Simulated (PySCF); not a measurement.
**Radial density of Ga⁺ (gallium, charge +1)**

UHF, [Ar] 3d10 4s1 4p1, high-spin 3P determinant (an excited configuration). Computed with PySCF 2.14 in aug-cc-pVDZ-DK (6s5p3d, 36 functions), with the spin-free X2C one-electron Hamiltonian (Gaussian nucleus).

```json
{"r (bohr)": "0.000650", "4πr²ρ (e/bohr)": "0.1822", "4πr²(ρα − ρβ)": "0.0001"}
{"r (bohr)": "0.00109", "4πr²ρ (e/bohr)": "0.4720", "4πr²(ρα − ρβ)": "0.0002"}
{"r (bohr)": "0.00184", "4πr²ρ (e/bohr)": "1.143", "4πr²(ρα − ρβ)": "0.0005"}
{"r (bohr)": "0.00309", "4πr²ρ (e/bohr)": "2.725", "4πr²(ρα − ρβ)": "0.0011"}
{"r (bohr)": "0.00521", "4πr²ρ (e/bohr)": "6.238", "4πr²(ρα − ρβ)": "0.0026"}
{"r (bohr)": "0.00876", "4πr²ρ (e/bohr)": "13.20", "4πr²(ρα − ρβ)": "0.0054"}
{"r (bohr)": "0.0147", "4πr²ρ (e/bohr)": "24.33", "4πr²(ρα − ρβ)": "0.0096"}
{"r (bohr)": "0.0248", "4πr²ρ (e/bohr)": "35.62", "4πr²(ρα − ρβ)": "0.0126"}
{"r (bohr)": "0.0417", "4πr²ρ (e/bohr)": "36.75", "4πr²(ρα − ρβ)": "0.0096"}
{"r (bohr)": "0.0701", "4πr²ρ (e/bohr)": "30.29", "4πr²(ρα − ρβ)": "0.0123"}
{"r (bohr)": "0.118", "4πr²ρ (e/bohr)": "39.55", "4πr²(ρα − ρβ)": "0.0435"}
{"r (bohr)": "0.198", "4πr²ρ (e/bohr)": "38.77", "4πr²(ρα − ρβ)": "0.0125"}
{"r (bohr)": "0.334", "4πr²ρ (e/bohr)": "20.95", "4πr²(ρα − ρβ)": "0.0195"}
{"r (bohr)": "0.561", "4πr²ρ (e/bohr)": "26.93", "4πr²(ρα − ρβ)": "0.0884"}
{"r (bohr)": "0.944", "4πr²ρ (e/bohr)": "12.41", "4πr²(ρα − ρβ)": "0.0272"}
{"r (bohr)": "1.59", "4πr²ρ (e/bohr)": "2.342", "4πr²(ρα − ρβ)": "0.7541"}
{"r (bohr)": "2.67", "4πr²ρ (e/bohr)": "0.8215", "4πr²(ρα − ρβ)": "0.7675"}
{"r (bohr)": "4.49", "4πr²ρ (e/bohr)": "0.1091", "4πr²(ρα − ρβ)": "0.1088"}
{"r (bohr)": "7.55", "4πr²ρ (e/bohr)": "0.002630", "4πr²(ρα − ρβ)": "0.0026"}
{"r (bohr)": "12.7", "4πr²ρ (e/bohr)": "6.106e-05", "4πr²(ρα − ρβ)": "0.0001"}
```

Densities and radii are taken from the X2C orbitals without a picture-change correction, which distorts them close to the nucleus.
